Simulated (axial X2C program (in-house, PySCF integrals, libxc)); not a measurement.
**Nuclear properties of GaC**

Computed with an in-house all-electron X2C program for linear molecules (integrals from PySCF): two-component X2C with atomic mean-field Coulomb and Gaunt terms, Gaussian nuclei, basis Ga dyall-cv3z, C dyall-v3z with contracted cores.

R = 1.999 Å (near the PBE0 minimum at charge 0 of the determinant lowest at the starting distance; the state shown can have its own minimum elsewhere).

Determinant lowest in the PBE0 search, Ω = 3/2 (⟨Sz⟩ = 1.50, ⟨Lz⟩ = 0.00 at PBE0), spin on the atoms Ga 0.29, C 1.21:

| level | Eeff magnitude (GV/cm) | Ws magnitude Ga (kHz) | A∥/gI Ga (MHz) | qzz Ga (a.u.) | A∥/gI C (MHz) | qzz C (a.u.) | μ (D) |
| --- | --- | --- | --- | --- | --- | --- | --- |
| PBE0 | 0.72 | 0.229 | -70.5 | -2.34 | 13.8 | -0.06 | -2.16 |
| HF | 0.317 | 0.111 | -121 | -2.85 | 61.3 | 0.00 | -1.68 |
| PBE50 | 0.625 | 0.202 | -103 | -2.52 | 18.2 | -0.02 | -2.12 |
| BP86 | 0.817 | 0.257 | -18.1 | -2.12 | 17.9 | -0.12 | -2.10 |
| BHandHLYP | 0.69 | 0.22 | -73.5 | -2.44 | 32.3 | -0.04 | -2.25 |

Determinant 1.29 eV from it at PBE0 and this distance, Ω = 1/2 (⟨Sz⟩ = 0.50, ⟨Lz⟩ = 0.00 at PBE0), spin on the atoms Ga 0.14, C 0.36:

```tsv
level	Eeff magnitude (GV/cm)	Ws magnitude Ga (kHz)	A∥/gI Ga (MHz)	qzz Ga (a.u.)	A∥/gI C (MHz)	qzz C (a.u.)	μ (D)
PBE0	1.19	1.05	44.8	-1.94	86.2	-0.22	-2.15
HF	0.373	0.358	-391	-2.32	118	-0.18	-1.94
PBE50	1.11	0.984	-129	-2.11	80.1	-0.18	-2.20
BP86	1.21	1.07	264	-1.74	101	-0.28	-2.00
BHandHLYP	1.04	0.924	-92.4	-2.06	104	-0.20	-2.23
```

Eeff is the effective electric field on the electron electric dipole moment in this Ω state and Ws the scalar–pseudoscalar constant of the nucleus named (defined with the proton number Z and per Ω); A∥ (defined per Ω) follows by multiplying with gI = μI/(I μN); qzz is the electric field gradient, eQq0 = 234.96 MHz × Q/barn × qzz; μ is positive if the C end (last atom) is positive. The operators were transformed with the bare-nucleus X2C matrices; with these basis sets, hyperfine constants and field gradients can be off by tens of per cent, and where levels differ in sign neither size nor sign is settled.

Question: With Q(69Ga) = 0.171 barn (Q from Pyykkö, Mol. Phys. 2018), turn the PBE0 values of the first state into constants in MHz.

Answer: eQq0(69Ga) = 234.96 × (0.171) × (-2.34) = -94 MHz.

Each state is one determinant with collinear spin, which with several unpaired electrons need not be a pure state. Unrestricted Hartree–Fock can overshoot spin polarisation at the nuclei. This is the top spin component of a Σ state; components of lower Ω are not single determinants and can lie lower. With several open shells hyperfine constants can be off by a factor of several. Where Eeff spreads by more than a factor of two the levels disagree and none is to be relied on. The search compared states at one distance, so a state with another bond length can lie lower. Further determinants of the search, some of them spin-mixed, are not shown. Where a field gradient or hyperfine factor spreads by more than a factor of two over the levels, a constant derived from it is not to be relied on. PBE0 term energies can be off by some tenths of an eV.
